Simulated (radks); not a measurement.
Results of a calculation; reference values are marked as such.
Numerical settings for neutral zinc, [Ar] 3d10 4s2. Code: a radial shooting solver on a logarithmic mesh with Libxc functionals. Model: Dirac Kohn-Sham, PBE, spin-unpolarised, spherical densities, point nucleus. The defaults (mesh step 0.008 in ln r, mesh end at 40 bohr or more with all orbitals vanishing there, Anderson mixing 0.5 over 9 steps, residual threshold near 1e-9 with the energy settled to 1e-9 hartree or 1e-11 of itself, here a cap of 87 iterations) give E = -1796.0841 hartree and 4s1/2 at -5.978 eV in 16 iterations. Times are rough (one thread of a shared host). Changes against that run (0 stands for a change within the tolerance of the run):

setting,iterations,converged,E (mhartree),e(4s1/2) (meV),CPU (s)
mesh step in ln r 0.003,16,yes,0,0,0.28
mesh step in ln r 0.12,2,no,diverged,-,0.01
mesh step in ln r 0.012,16,yes,0,0,0.08
mesh end (bohr) 2,14,level above zero,+6.27e+03,+7.44e+04,0.07
mesh end (bohr) 1,13,level above zero,+1.06e+05,+7.54e+05,0.06
residual threshold 1e-13,21,yes,0,0,0.12
residual threshold 0.001,11,yes,0,-0.0747,0.08
mixing 0.05,20,no,diverged,-,0.19
"linear mixing, mixing 0.05",87,no,+0.00958,-28.1,0.5
"linear mixing, mixing 1",87,no,+5.73e+04,-3.59e+05,2
mixing history 3,18,yes,0,0,0.12
iteration cap 2,2,no,+417,-8.27e+03,0.02

Settled on a wrong energy, with an occupied level pushed above zero by the early mesh end: mesh end (bohr) 2 (+6.27 hartree); mesh end (bohr) 1 (+106 hartree). Apart from these: no run marked as converged misses the energy by more than 1 mhartree. A mesh that ends early acts as a hard wall.
